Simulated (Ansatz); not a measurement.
Consider the homolysis of the C–Te bond: `C[Te]C` → `[CH3]`• + `C[Te]`•.

Gas-phase electronic energies from Ansatz, PBE0-D4/def2-TZVP geometries. CCSD(T)/CBS adds triple-zeta CCSD(T) − MP2 to the extrapolated MP2 energy (def2 sets, frozen cores). This one scheme is used for every species. Open shells (•) are unrestricted, without spin–orbit coupling. def2 core potentials past Kr. For Te outer-core shells are correlated without core-valence functions, which leaves a few kJ/mol of doubt a bond.

| species | CCSD(T)/CBS(def2) energy (Eh) |
| --- | --- |
| `C[Te]C` | -347.43957 |
| `[CH3]`• | -39.78218 |
| `C[Te]`• | -307.55331 |

Problem. Work out ΔE.

Solution. ΔE = (-39.78218) + (-307.55331) − (-347.43957) = 0.10408 Eh = +273.3 kJ/mol.

Largest T1 diagnostic among the species: 0.010.

From BLYP to BHLYP (50 % exact exchange), in def2-TZVPP and without D4, ΔE moves by −11.8 kJ/mol: exact exchange takes away binding that semilocal exchange gives to molecules. In def2-TZVPP, CCSD(T) changes the Hartree–Fock value by +126.8 kJ/mol (the triples alone add +13.7 kJ/mol) and MP2 by +143.7 kJ/mol; breaking electron pairs costs correlation energy, which Hartree–Fock lacks. The D4 term adds +12.3 kJ/mol with B3LYP and +6.5 kJ/mol with PBE0; it sums over pairs of atoms, weighted by their polarisabilities, and B3LYP, whose exchange is more repulsive, gets the larger term.

B3LYP here is the variant with VWN-RPA as its local correlation; programs differ in this.
